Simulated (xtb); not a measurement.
InH₃, SMILES [InH3]. All values are semi-empirical tight-binding results from xtb (GFN2-xTB unless named), good for trends rather than for accurate numbers. Geometry: GFN2-xTB.

For metal compounds this method's bond lengths and energies can be far off.

Computed properties:
```json
{
 "point_group_as_xtb_finds_it": "D3h",
 "orbital_gap": "4.91 eV",
 "zero_point_energy": "9.1 kcal/mol",
 "G − E(el) at 298.15 K (modified RRHO)": "-4.6 kcal/mol"
}
```
